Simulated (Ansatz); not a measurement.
Program: Ansatz. Geometries: PBE0-D4/def2-TZVP. ΔE: electronic, gas phase. CCSD(T)/CBS adds triple-zeta CCSD(T) − MP2 to the extrapolated MP2 energy (def2 sets, frozen cores). DFT in def2-TZVPP. B3LYP here is the variant with VWN-RPA as its local correlation; programs differ in this. Elements past krypton have def2 core potentials. For Sn outer-core shells are correlated without core-valence functions, which leaves a few kJ/mol of doubt a bond. Each species was taken in one conformer, which may not be the lowest.

`C#[C][SnH3]` + `[NH2][SnH2][OH]` → `C#C[O][SnH2][NH2]` + `[SnH4]`  (substitution at a C–Sn bond)

CCSD(T)/CBS gives +80.2 kJ/mol.

Q: Another level gave +46.6 kJ/mol. Which?
A. B3LYP-D4/def2-TZVPP
B. B2PLYP/def2-TZVPP
C. PBE/def2-TZVPP
D. CCSD/def2-TZVPP

A: C. PBE 46.6, B2PLYP 65.3, B3LYP-D4 52.3, CCSD/def2-TZVPP 75.6 kJ/mol.

Largest T1 diagnostic among the species: 0.014.

In def2-TZVPP, CCSD(T) changes the Hartree–Fock value by +8.2 kJ/mol (the triples alone add −0.6 kJ/mol) and MP2 by +13.4 kJ/mol. From PBE to PBE0 (25 % exact exchange), in def2-TZVPP and without D4, ΔE moves by +5.0 kJ/mol.
